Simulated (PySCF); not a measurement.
**S (sulfur, neutral) across methods**

[Ne] 3s2 3p3 4s1, high-spin 5S determinant (an excited configuration). All numbers are calculated (PySCF 2.14, the spin-free X2C one-electron Hamiltonian (Gaussian nucleus), in dyall-acv3z (19s12p6d4f, 113 functions)).

| method | E (hartree) | mean ε 3s β (eV) | mean ε 3p α (eV) | mean ε 4s α (eV) | Σ⟨r²⟩ (bohr²) | ⟨S²⟩ |
| --- | --- | --- | --- | --- | --- | --- |
| r2SCAN | -398.9387 | -19.679 | -12.841 | -1.918 | 48.67 | 6.000 |
| LDA | -397.5782 | -19.830 | -12.187 | -2.009 | 47.84 | 6.000 |
| BHandHLYP | -398.9731 | -22.435 | -14.972 | -2.561 | 48.28 | 6.001 |
| UHF | -398.38065 | -23.431 | -17.753 | -3.343 | 48.95 | 6.000 |
| revPBE | -398.9070 | -19.506 | -12.216 | -1.887 | 48.42 | 6.000 |
| PBE0 | -398.8333 | -20.947 | -13.782 | -2.347 | 48.34 | 6.000 |
| BLYP | -398.9804 | -19.742 | -11.849 | -1.698 | 48.04 | 6.000 |
| PBE | -398.8044 | -19.581 | -12.212 | -1.906 | 48.20 | 6.000 |

The outer electron is Rydberg-like, and this basis confines it to a smaller radius and binds it less than a complete one would.
